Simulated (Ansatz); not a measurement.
`CB(O)[SiH]1CO1` + `N[SiH3]` → `[SiH3]N[SiH]1CO1` + `CBO`  (cleavage of the Si–B bond)

Computed with Ansatz on PBE0-D4/def2-TZVP structures; ΔE is electronic, products minus reactants. CBS: MP2 limit from def2 TZ/QZ plus the TZ coupled-cluster correction, frozen cores. This one scheme is used for every species. DFT in def2-TZVPP. B3LYP here is the variant with VWN-RPA as its local correlation; programs differ in this. One conformer a species, not always the lowest.

`CB(O)[SiH]1CO1`:

Z-matrix (Å, degrees):
```
C
B 1 1.559
H 1 1.092 2 112.8
H 1 1.097 2 109.8 3 -121.0
H 1 1.095 2 110.9 3 123.0
O 2 1.358 1 118.9 3 6.3
Si 2 2.029 1 120.1 3 -174.7
H 6 0.960 2 115.0 1 -179.6
C 7 1.821 2 122.5 1 -28.9
O 7 1.680 2 117.1 1 27.7
H 7 1.492 2 117.7 1 169.9
H 9 1.089 7 121.9 2 -1.6
H 9 1.089 7 120.8 2 -159.5
```

`N[SiH3]`:

Z-matrix (Å, degrees):
```
Si
N 1 1.720
H 1 1.486 2 107.9
H 1 1.494 2 116.0 3 -120.3
H 1 1.486 2 107.9 3 119.4
H 2 1.007 1 119.6 3 -168.6
H 2 1.007 1 119.6 3 49.2
```

`[SiH3]N[SiH]1CO1`:

Cartesian coordinates in Å:
```
Si -0.295 -0.934 -2.047
N -0.514 -0.465 -0.392
Si 0.549 0.391 0.623
C 0.070 1.198 2.157
O 0.783 -0.118 2.173
H 1.040 -0.443 -2.465
H -0.361 -2.412 -2.199
H -1.342 -0.339 -2.919
H -1.374 -0.770 0.044
H 1.734 0.782 -0.164
H -0.939 1.120 2.562
H 0.649 1.990 2.627
```

`CBO`:

```xyz
8

C    -0.764    0.566   -0.329
B     0.376   -0.441    0.007
O     1.157   -0.226    1.096
H    -0.833    1.394    0.379
H    -1.729    0.048   -0.360
H    -0.623    0.975   -1.336
H     0.588   -1.414   -0.675
H     1.828   -0.901    1.217
```

Q: Is it downhill or uphill in electronic energy at CCSD(T)/CBS, and by how much? (An estimate is asked.)

A: Computed: Downhill: ΔE = -24.4 kcal/mol.

Q: What do these levels give: PBE-D4, PBE0-D4, B3LYP-D4, ωB97M-V, PBE, PBE0, HF/def2-TZVPP, MP2/def2-TZVPP, CCSD/def2-TZVPP, CCSD(T)/def2-TZVPP, MP2/def2-QZVPP, CCSD/CBS(def2)? (Best estimate.)

A: Ansatz gave: PBE-D4 -18.5, PBE0-D4 -21.0, B3LYP-D4 -23.2, ωB97M-V -24.5, PBE -18.4, PBE0 -21.0, HF/def2-TZVPP -29.1, MP2/def2-TZVPP -25.7, CCSD/def2-TZVPP -25.0, CCSD(T)/def2-TZVPP -24.1, MP2/def2-QZVPP -26.0, CCSD/CBS(def2) -25.2 kcal/mol.

Largest T1 diagnostic among the species: 0.015.

From PBE to PBE0 (25 % exact exchange), in def2-TZVPP and without D4, ΔE moves by −2.5 kcal/mol. In def2-TZVPP, CCSD(T) changes the Hartree–Fock value by +5.0 kcal/mol (the triples alone add +0.9 kcal/mol) and MP2 by +3.4 kcal/mol.
